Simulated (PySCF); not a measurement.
Si(OMe)(SH) (CH4OSSi), SMILES CO[Si]S (connectivity only; charge and spin as stated), neutral, multiplicity 1. Atoms are numbered in the order given.

```xyz
8

Si     0.8220     0.0353     0.0000
O     -0.4337    -1.0602     0.0000
C     -0.2572    -2.4615     0.0000
H     -0.7355    -2.8936     0.8936
H     -0.7355    -2.8936    -0.8936
H      0.8112    -2.7485     0.0000
S     -0.4057     1.7918     0.0000
H      0.6562     2.6226     0.0000
```

Coordinates come from a ωB97X-D3(BJ)/def2-SVP optimisation. The values are those of a single conformer.

Method: PBE0/pcSseg-1 run with PySCF.

GIAO shieldings, no solvent; atoms alike by connectivity are averaged. δ = σ(ref) − σ: ²⁹Si against TMS (σ = 352.7 ppm); ¹⁷O against H2O (σ = 334.2 ppm); ¹³C against TMS (σ = 186.3 ppm); ¹H against TMS (σ = 31.56 ppm); ³³S against H2S (σ = 716.7 ppm), references at their B3LYP-D3(BJ)/def2-TZVP geometries, non-relativistic.

```json
[
 {"nucleus": "²⁹Si", "atoms": "Si1", "count": "1", "δ (ppm)": "275.9"},
 {"nucleus": "¹⁷O", "atoms": "O2", "count": "1", "δ (ppm)": "235.5"},
 {"nucleus": "¹³C", "atoms": "C3", "count": "1", "δ (ppm)": "59.8"},
 {"nucleus": "¹H", "atoms": "H4, H5, H6", "count": "3", "δ (ppm)": "4.40"},
 {"nucleus": "¹H", "atoms": "H8", "count": "1", "δ (ppm)": "3.27"},
 {"nucleus": "³³S", "atoms": "S7", "count": "1", "δ (ppm)": "359.9"}
]
```
